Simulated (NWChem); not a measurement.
System: C4H6OS; SMILES O=C1CCCS1

Output (shortened):

```
             Northwest Computational Chemistry Package (NWChem) 7.3.0
             --------------------------------------------------------

                             Geometry "geometry" -> ""
                             -------------------------

 Output coordinates in angstroms (scale by  1.889725989 to convert to a.u.)

  No.       Tag          Charge          X              Y              Z
 ---- ---------------- ---------- -------------- -------------- --------------
    1 O                    8.0000    -0.17040500    -2.19478900     0.05756600
    2 C                    6.0000    -0.18348300    -1.00175500    -0.01942900
    3 C                    6.0000    -1.40765100    -0.11709100    -0.19303900
    4 C                    6.0000    -1.05495400     1.27540500     0.29533900
    5 C                    6.0000     0.36377900     1.56730200    -0.18676100
    6 S                   16.0000     1.29760000     0.01990200     0.03848400
    7 H                    1.0000    -1.64254800    -0.11613400    -1.27283900
    8 H                    1.0000    -2.25626400    -0.58650000     0.32426900
    9 H                    1.0000    -1.07507600     1.29655200     1.39685800
   10 H                    1.0000    -1.75942000     2.04082300    -0.06410800
   11 H                    1.0000     0.38326100     1.84535600    -1.25258300
   12 H                    1.0000     0.85217600     2.36826600     0.38544200

 Effective nuclear repulsion energy (a.u.)     292.1621527976

                                 NWChem DFT Module
                                 -----------------

 Summary of "ao basis" -> "ao basis" (spherical)
 ------------------------------------------------------------------------------
       Tag                 Description            Shells   Functions and Types
 ---------------- ------------------------------  ------  ---------------------
 O                          def2-svp                 6       14   3s2p1d
 C                          def2-svp                 6       14   3s2p1d
 S                          def2-svp                 8       18   4s3p1d
 H                          def2-svp                 3        5   2s1p

 in cosmo_initialize ...
 calling solv_data for solv:h2o

 solvent parameters
 solvname_short: h2o
 solvname_long:  water
 dielec:       78.4000
 dielecinf:     1.7769
 aqueous SMD model solvent descriptors
 dielec:       78.4000
 sola:          0.8200

          ---------------
          -cosmo- solvent
          ---------------
 Cosmo: York-Karplus, doi: 10.1021/jp992097l
 dielectric constant -eps-     =  78.40
 screen = (eps-1)/(eps    )    =   0.98724
 surface charge correction     = lagrangian

   van der Waals surface
 --------------------------

 ---------- ATOMIC COORDINATES (A.U.) ------------ VDWR(ANG.) --
     1   -0.32201876   -4.14754981    0.10878397     1.520
     2   -0.34673259   -1.89304246   -0.03671549     1.850
     3   -2.66007468   -0.22126991   -0.36479082     1.850
     4   -1.99357399    2.41016597    0.55810978     1.850
     5    0.68744263    2.96177132   -0.35292712     1.850
     6    2.45210844    0.03760933    0.07272421     2.490
     7   -3.10396564   -0.21946144   -2.40531694     1.200
     8   -4.26372072   -1.10832429    0.61277956     1.200
     9   -2.03159906    2.45012801    2.63967886     1.200
    10   -3.32482170    3.85659626   -0.12114655     1.200
    11    0.72425827    3.48721719   -2.36703865     1.200
    12    1.61037913    4.47537381    0.72837976     1.200
 number of segments per atom =        128
 number of   points per atom =        128
 atom (   nspa,  nppa )
 ----------------------
    1 (     75,     0 )       0
    2 (     27,     0 )       0
    3 (     38,     0 )       0
    4 (     36,     0 )       0
    5 (     30,     0 )       0
    6 (     84,     0 )       0
    7 (     52,     0 )       0
    8 (     53,     0 )       0
    9 (     55,     0 )       0
   10 (     56,     0 )       0
   11 (     48,     0 )       0
   12 (     52,     0 )       0
 number of -cosmo- surface points =      606
 molecular surface =    131.245 angstrom**2
 molecular volume  =    115.089 angstrom**3
 -lineq- algorithm             =   0
 -bem- low  level              =   3
 -bem- from -octahedral-
 gaussian surface charge width =   4.50000
 degree of switching           =   1.00000
 switching function tolerance  =   0.00010
 atomic radii =
 --------------
    1  8.000  1.520
    2  6.000  1.850
    3  6.000  1.850
    4  6.000  1.850
    5  6.000  1.850
    6 16.000  2.490
    7  1.000  1.200
    8  1.000  1.200
    9  1.000  1.200
   10  1.000  1.200
   11  1.000  1.200
   12  1.000  1.200
 ...... end of -cosmo- initialization ......

 nat:                    12
 ixmem:                  7844
 calling mnsol_interface()
 G(SMD-CDS) energy (kcal/mol)  =     2.874
 SMD-CDS SASA (angstrom**2)    =   153.099

            General Information
            -------------------
          SCF calculation type: DFT
          Wavefunction type:  closed shell.
          No. of atoms     :    12
          No. of electrons :    54
           Alpha electrons :    27
            Beta electrons :    27
          Charge           :     0
          Spin multiplicity:     1
          Use of symmetry is: off; symmetry adaption is: off
          Maximum number of iterations: 150
          AO basis - number of functions:   118
                     number of shells:    56
          Convergence on energy requested:  1.00D-06
          Convergence on density requested:  1.00D-05
          Convergence on gradient requested:  5.00D-04

              XC Information
              --------------
                         PBE0 Method XC Functional
                     Hartree-Fock (Exact) Exchange  0.250
          PerdewBurkeErnzerhof Exchange Functional  0.750
            Perdew 1991 LDA Correlation Functional  1.000 local
           PerdewBurkeErnz. Correlation Functional  1.000 non-local

             Grid Information
             ----------------
          Grid used for XC integration:  medium
          Radial quadrature: Mura-Knowles
          Angular quadrature: Lebedev.
          Tag              B.-S. Rad. Rad. Pts. Rad. Cut. Ang. Pts.
          ---              ---------- --------- --------- ---------
          O                   0.60       49          12.0       434
          C                   0.70       49          10.0       434
          S                   1.00       88          10.0       590
          H                   0.35       45          11.0       434
          Grid pruning is: on
          Number of quadrature shells:   603
          Spatial weights used:  Erf1

      Superposition of Atomic Density Guess
      -------------------------------------

 Sum of atomic energies:        -625.53338849

      Non-variational initial energy
      ------------------------------

 Total energy =    -629.103549
 1-e energy   =   -1438.046671
 2-e energy   =     516.780969
 HOMO         =      -0.288889
 LUMO         =       0.011144

   convergence    iter        energy       DeltaE   RMS-Dens  Diis-err
 ---------------- ----- ----------------- --------- --------- ---------
     COSMO gas phase
 d= 0,ls=0.0,diis     1   -628.6319050631 -9.21D+02  2.13D-02  1.11D+00
 d= 0,ls=0.0,diis     2   -628.2643637669  3.68D-01  1.53D-02  5.02D+00
 d= 0,ls=0.0,diis     3   -628.7624771318 -4.98D-01  2.75D-03  4.22D-02
 d= 0,ls=0.0,diis     4   -628.7640940989 -1.62D-03  1.53D-03  2.46D-02
 d= 0,ls=0.0,diis     5   -628.7673994231 -3.31D-03  2.42D-04  4.25D-04
  Resetting Diis
 d= 0,ls=0.0,diis     6   -628.7674576551 -5.82D-05  5.74D-05  3.89D-05
 d= 0,ls=0.0,diis     7   -628.7674626968 -5.04D-06  3.00D-05  3.37D-06
 d= 0,ls=0.0,diis     8   -628.7674622973  3.99D-07  1.67D-05  7.54D-06
 d= 0,ls=0.0,diis     9   -628.7674631132 -8.16D-07  3.94D-06  3.02D-07

   convergence    iter        energy       DeltaE   RMS-Dens  Diis-err
 ---------------- ----- ----------------- --------- --------- ---------
     COSMO solvation phase
 d= 0,ls=0.0,diis     1   -628.7723538170 -4.89D-03  3.06D-03  7.02D-03
 d= 0,ls=0.0,diis     2   -628.7738976333 -1.54D-03  6.76D-04  1.08D-02
 d= 0,ls=0.0,diis     3   -628.7748833172 -9.86D-04  2.30D-04  4.12D-04
 d= 0,ls=0.0,diis     4   -628.7749243361 -4.10D-05  9.51D-05  1.17D-04
 d= 0,ls=0.0,diis     5   -628.7749377903 -1.35D-05  2.13D-05  9.37D-06
 d= 0,ls=0.0,diis     6   -628.7749389352 -1.14D-06  6.29D-06  6.07D-07
 d= 0,ls=0.0,diis     7   -628.7749390148 -7.97D-08  1.35D-06  1.81D-08

         Total DFT energy =     -628.774939014845
      One electron energy =    -1442.341528328801
           Coulomb energy =      579.211236208689
    Exchange-Corr. energy =      -57.806497226743
 Nuclear repulsion energy =      292.162152797632

             COSMO energy =       -0.000302465622

 Numeric. integr. density =       54.000023145661

                                COSMO-SMD solvation results
                                ---------------------------

             internal energy in gas <Psi(g)|H|Psi(g)> =      -628.767463113186
         internal energy in solvent <Psi(s)|H|Psi(s)> =      -628.763993587845
                               delta internal energy  =         0.003469525341 (    2.18 kcal/mol)
   total free energy in solvent <Psi(s)|H+V/2|Psi(s)> =      -628.779519499209
 polarization energy contribution <Psi(s)|V/2|Psi(s)> =        -0.015525911364 (   -9.74 kcal/mol)
    total free energy in solvent including G(SMD-CDS) =      -628.774939014845
                       G(SMD-CDS) energy contribution =         0.004580484364 (    2.87 kcal/mol)
     1 M fixed-concentration free energy of solvation =        -0.007475901658 (   -4.69 kcal/mol)

                       DFT Final Molecular Orbital Analysis
                       ------------------------------------

 Vector   25  Occ=2.000000D+00  E=-3.455866D-01
              MO Center=  3.2D-01,  5.8D-01,  2.3D-02, r^2= 3.8D+00
   Bfn.  Coefficient  Atom+Function         Bfn.  Coefficient  Atom+Function
  ----- ------------  ---------------      ----- ------------  ---------------
    81      0.316496   6 S  px               78      0.269028   6 S  px
   104     -0.223415  10 H  s                82     -0.199865   6 S  py
    74      0.195265   6 S  s                61      0.193646   5 C  py
    79     -0.182386   6 S  py               46      0.160572   4 C  px
    60     -0.156101   5 C  px               47     -0.151226   4 C  py

 Vector   26  Occ=2.000000D+00  E=-2.805198D-01
              MO Center=  1.1D-02, -1.1D+00,  3.6D-03, r^2= 3.1D+00
   Bfn.  Coefficient  Atom+Function         Bfn.  Coefficient  Atom+Function
  ----- ------------  ---------------      ----- ------------  ---------------
     4      0.482710   1 O  px                7      0.368150   1 O  px
    31      0.324113   3 C  s                81      0.305928   6 S  px
    78      0.211350   6 S  px               32      0.180786   3 C  px
    33     -0.172525   3 C  py               18     -0.168977   2 C  px
    35      0.162275   3 C  px               82      0.152789   6 S  py

 Vector   27  Occ=2.000000D+00  E=-2.673085D-01
              MO Center=  9.5D-01, -7.3D-02,  1.6D-03, r^2= 2.6D+00
   Bfn.  Coefficient  Atom+Function         Bfn.  Coefficient  Atom+Function
  ----- ------------  ---------------      ----- ------------  ---------------
    83      0.590088   6 S  pz               80      0.404478   6 S  pz
    77      0.229855   6 S  pz                6     -0.202439   1 O  pz
     9     -0.167689   1 O  pz              109      0.150658  11 H  s
    62     -0.136032   5 C  pz              114     -0.106652  12 H  s
     4      0.102960   1 O  px               31     -0.102704   3 C  s

 Vector   28  Occ=0.000000D+00  E=-1.754685D-02
              MO Center= -1.3D-01, -9.8D-01, -3.8D-02, r^2= 2.5D+00
   Bfn.  Coefficient  Atom+Function         Bfn.  Coefficient  Atom+Function
  ----- ------------  ---------------      ----- ------------  ---------------
    23      0.536322   2 C  pz               20      0.528700   2 C  pz
    59     -0.424762   5 C  s                 9     -0.414172   1 O  pz
     6     -0.366461   1 O  pz               45      0.364861   4 C  s
    83     -0.338535   6 S  pz               90      0.313894   7 H  s
    49      0.279059   4 C  px               31     -0.241805   3 C  s

 Vector   29  Occ=0.000000D+00  E= 3.711989D-02
              MO Center=  8.1D-01,  3.0D-01, -1.4D-02, r^2= 3.6D+00
   Bfn.  Coefficient  Atom+Function         Bfn.  Coefficient  Atom+Function
  ----- ------------  ---------------      ----- ------------  ---------------
    59      1.285175   5 C  s                82     -0.973631   6 S  py
    17     -0.660328   2 C  s                31      0.562275   3 C  s
    22     -0.507925   2 C  py               64     -0.370892   5 C  py
   110     -0.363454  11 H  s               115     -0.360455  12 H  s
    79     -0.254339   6 S  py               95     -0.252091   8 H  s

 Vector   30  Occ=0.000000D+00  E= 7.755542D-02
              MO Center= -8.8D-01,  1.3D+00, -1.2D-01, r^2= 6.4D+00
   Bfn.  Coefficient  Atom+Function         Bfn.  Coefficient  Atom+Function
  ----- ------------  ---------------      ----- ------------  ---------------
    45      1.601644   4 C  s               105     -0.969804  10 H  s
    31      0.935404   3 C  s               100     -0.768886   9 H  s
   110     -0.724748  11 H  s                90     -0.716536   7 H  s
   115     -0.708522  12 H  s                59      0.693440   5 C  s
    95     -0.647302   8 H  s                64      0.381419   5 C  py

     Multipole analysis of the density
     ---------------------------------

     L   x y z        total         alpha         beta         nuclear
     -   - - -        -----         -----         ----         -------
     0   0 0 0     -0.000000    -27.000000    -27.000000     54.000000

     1   1 0 0     -0.876513     -0.633498     -0.633498      0.390484
     1   0 1 0      1.986512      1.038941      1.038941     -0.091370
     1   0 0 1     -0.232238     -0.087746     -0.087746     -0.056747

     2   2 0 0    -31.173798   -122.090587   -122.090587    213.007376
     2   1 1 0      0.178784     -0.088927     -0.088927      0.356639
     2   1 0 1      0.224924      0.266439      0.266439     -0.307953
     2   0 2 0    -35.416583   -168.340295   -168.340295    301.264006
     2   0 1 1      0.013733      0.012302      0.012302     -0.010872
     2   0 0 2    -30.930794    -26.904956    -26.904956     22.879118
```

Level: PBE0/def2-SVP, SMD on the gas-phase geometry. Structure relaxed at the PBE0/def2-SVP level. Solvent: water.

Problem. Write an input that gives this output.

Solution. This is not unique; one that fits is the input that was run:
```
start job
memory heap 200 mb stack 900 mb global 1100 mb
geometry units angstroms noautosym nocenter noautoz
  O     -0.170405    -2.194789     0.057566
  C     -0.183483    -1.001755    -0.019429
  C     -1.407651    -0.117091    -0.193039
  C     -1.054954     1.275405     0.295339
  C      0.363779     1.567302    -0.186761
  S      1.297600     0.019902     0.038484
  H     -1.642548    -0.116134    -1.272839
  H     -2.256264    -0.586500     0.324269
  H     -1.075076     1.296552     1.396858
  H     -1.759420     2.040823    -0.064108
  H      0.383261     1.845356    -1.252583
  H      0.852176     2.368266     0.385442
end
basis spherical
  * library def2-svp
end
dft
  xc pbe0
  iterations 150
end
cosmo
  do_cosmo_smd true
  solvent water
end
task dft energy
```
